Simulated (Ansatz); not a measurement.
**Two structures, one formula**

The two ends of one reaction step of SbH4O2, doublet (PBE0-D4/def2-TZVP).

A:

```
atom    x (Å)    y (Å)    z (Å)
  H1   0.5932  -1.0889   0.9167
 Sb2   0.9046   0.5528   1.2591
  O3  -1.0298   0.4340  -1.3919
  O4  -1.9938  -0.3951  -1.0865
  H5   1.9068   0.7125  -0.1116
  H6   2.2452   0.1338   2.2416
  H7  -2.6261  -0.3491  -1.8274
```

B:

```csv
atom,x (Å),y (Å),z (Å)
H1,-0.6357,-1.3512,-0.6474
Sb2,1.1425,0.0079,1.1777
O3,-1.2492,-1.0865,-1.3494
O4,-1.1833,0.3326,-1.2481
H5,1.5632,1.5828,0.6796
H6,2.4287,-0.0244,2.3051
H7,-2.0662,0.5388,-0.9174
```

Ansatz 0.2.0; basis: def2-TZVPP; cores frozen in the correlated methods; orbitals are unrestricted. Filled d shells of the heavier atoms are correlated. Core potentials replace the inner electrons of the atoms past krypton. The def2 sets are not built for correlating such inner shells, so the correlated values are less sure here. B3LYP uses VWN-RPA correlation.

Task: Which structure is lower at CCSD(T), and by how much? (To be estimated.)

Result: Computed: B, by 93.6 kJ/mol (electronic energy, against the other). By their contacts, A is a complex of HO₂ ([O][OH]) + SbH₃ and B is a complex of H₂O₂ ([OH][OH]) + SbH₂.

All methods give the same order:

| method | E(B) − E(A) (kJ/mol) |
| --- | --- |
| SPW92 | -85.8 |
| PBE-D4 | -76.0 |
| BLYP-D4 | -73.5 |
| r2SCAN-D4 | -78.6 |
| B97M-V | -71.0 |
| PBE0-D4 | -81.1 |
| B3LYP-D4 | -79.4 |
| r2SCAN0-D4 | -82.1 |
| BHLYP-D4 | -80.2 |
| CAM-B3LYP-D4 | -82.4 |
| wB97X-V | -75.4 |
| wB97M-V | -90.8 |
| B2PLYP | -87.7 |
| PBE-QIDH | -92.9 |
| RPA on PBE | -79.1 |
| HF | -61.9 |
| MP2 | -124.5 |
| CCSD | -92.9 |
| CCSD(T) | -93.6 |

T1 diagnostic: at most 0.024. ⟨S²⟩ of the unrestricted Hartree–Fock references: 0.76 to 0.77 (a pure state has 0.75).

Labels in which every atom is bracketed show which atoms are joined, not bond orders.

For scale, one of the runs: CCSD(T)/def2-TZVPP, 168 basis functions, launched by `ansatz run in.yaml --threads 4 --pin off --events-out ev --progress --plain --max-ram 9574MiB`. Time: 2.6 min of wall clock on 4 CPU threads of a Oxide Virtual Turin-like; the host was shared. Peak host memory: 4.4 GiB.
